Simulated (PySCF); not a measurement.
# Calculated properties of `CCCN1CCC[SiH2]1`

Compound: C₆H₁₅NSi.
Cartesian coordinates in Å at the PBE0-D3(BJ)/def2-SVP level; atoms count from 1:
```
atom  x, y, z in Å
C1    -2.4772    0.3996   -0.9926
C2    -2.2943   -0.2064    0.3880
C3    -1.0599   -1.1035    0.4894
N4     0.1824   -0.4390    0.1851
C5     0.7293    0.4727    1.1711
C6     1.9023    1.2093    0.5232
C7     2.6987    0.2195   -0.3405
Si8    1.3234   -0.8512   -1.0633
H9    -1.5941    0.9927   -1.2758
H10   -3.3577    1.0581   -1.0364
H11   -2.6055   -0.3833   -1.7583
H12   -3.1789   -0.8043    0.6673
H13   -2.2267    0.5965    1.1426
H14   -1.0173   -1.5510    1.5036
H15   -1.1850   -1.9519   -0.2069
H16   -0.0307    1.1989    1.5120
H17    1.0680   -0.0727    2.0799
H18    2.5290    1.6975    1.2870
H19    1.5006    2.0102   -0.1207
H20    3.3426    0.7236   -1.0761
H21    3.3482   -0.4157    0.2860
H22    0.8855   -0.4586   -2.4443
H23    1.6352   -2.3183   -1.1198
```

Among its groups: Si–H bond and C–Si bond.

PBE0-D3(BJ)/def2-SVP geometry optimisation, gas phase (PySCF):

```
Point group                  : C1
Rotational constants A, B, C : 2.870, 1.087, 0.970 GHz
```

From wB97X-D/def2-SVPD ground state, ΔSCF and vertical TDDFT (core frozen in the response) (PySCF):

```
Dipole moment                                                     : 0.84 D
HOMO energy                                                       : -7.94 eV
LUMO energy                                                       : 2.19 eV
HOMO–LUMO gap                                                     : 10.13 eV
Lowest singlet excitation                                         : 5.83 eV (213 nm, f = 0.004)
Strongest line among the 10 lowest singlet transitions            : S10 at 8.12 eV (153 nm, f = 0.058)
Lowest triplet excitation (Tamm–Dancoff)                          : 5.65 eV
Static isotropic polarisability                                   : 104.2 au
Vertical ionisation energy                                        : 7.90 eV
Electronic spatial extent ⟨r²⟩ about the centre of nuclear charge : 1395 bohr²
```

From B97-2/pcSseg-1 ground state and GIAO shieldings, non-relativistic (PySCF):

```
13C chemical shifts (computed TMS as zero) by class         : 49.8 (C3), 49.3 (C5), 29.6 (C6), 23.5 (C2), 13.4 (C1), 10.2 (C7) ppm
1H chemical shifts (computed TMS as zero) by class          : 4.77 (H22/H23), 2.76 (H14/H15), 2.63 (H16/H17), 1.90 (H18/H19), 1.32 (H12/H13), 0.97 (H9/H10/H11), 0.90 (H20/H21) ppm
Isotropic shieldings of nuclei other than C and H, by class : 233 (N4), 374 (Si8) ppm
```

**delta-SCF UKS SCAN, pcX-2 on the ionised atom, pcseg-1 elsewhere, spin-free X2C; 2p3/2 from a spin–orbit splitting computed afterwards within the 2p shell (PySCF)**

```
Core binding energies : Si2p3/2 106.3 (Si8), C1s 289.9 (C7), C1s 290.3 (C2), C1s 290.3 (C1), C1s 290.5 (C6), C1s 291.1 (C5), C1s 291.1 (C3), N1s 403.8 (N4), Si1s 1846.2 (Si8) eV
```

Monoisotopic mass (most abundant isotopes): 129.0974 u.

S1 lies 4.30 eV below the HOMO–LUMO gap; its leading configuration is HOMO→LUMO+1, weight 0.62. The vertical singlet–triplet gap S1 − T1 is 0.18 eV (TDDFT singlet less Tamm–Dancoff triplet; S1: HOMO→LUMO+1, weight 0.62; T1: HOMO→LUMO+1, weight 0.57). The ΔSCF ionisation energy falls short of −ε(HOMO) by 0.04 eV with wB97X-D. The principal polarisabilities are 94.5, 104.3 and 113.6 au; their mean is the isotropic value. The polarisability is 15.43 Å³ as a volume (1 au = 0.148185 Å³), or 1.45 au for each of the 72 electrons. No computed singlet falls in the visible range (750 to 380 nm, 1.65 to 3.26 eV); S1 lies 2.57 eV above its blue end. The largest Löwdin shares of the HOMO are 0.52 on N4, 0.09 on C5, 0.08 on Si8 and 0.07 on C3. The 10 singlets span 5.83 to 8.12 eV, and their oscillator strengths add up to 0.29.

One conformer (not necessarily the lowest) at the PBE0-D3(BJ)/def2-SVP geometry, without solvent or vibrations. NMR classes are plain means over equivalent atoms (diastereotopic ones count apart unless rotation or inversion swaps them), as if these changed places fast; in this geometry the members of some classes differ.
